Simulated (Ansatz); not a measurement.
```yaml
crystal:
  periodic: [false, false, false]
  atoms:
    - {symbol: C, position_ang: [1.630605, -0.237733, 1.167759]}
    - {symbol: C, position_ang: [0.657969, -0.095921, 0.469855]}
    - {symbol: In, position_ang: [-0.989470, 0.144627, -0.708570]}
    - {symbol: F, position_ang: [-2.404039, -1.145558, -0.935787]}
    - {symbol: F, position_ang: [-1.387132, 1.698949, -1.777715]}
    - {symbol: H, position_ang: [2.492077, -0.364365, 1.784458]}
basis:
  gaussian: {orbitals: def2-mTZVPP, fitting: {mean_field: cc-pVTZ-jkfit}}
hamiltonian: {xc: {name: wB97M-V}}
accuracy: high
```

```sh
$ ansatz run in.yaml --threads 4 --pin off --events-out ev --progress --plain --max-ram 10444MiB
```

Q: How does Ansatz answer? (Estimate.)

A: Computed: The input was rejected before any iteration.
```
Functional definition: wB97M-V
Error: <dir> the basis set cc-pVTZ-JKFIT has no functions for In
```
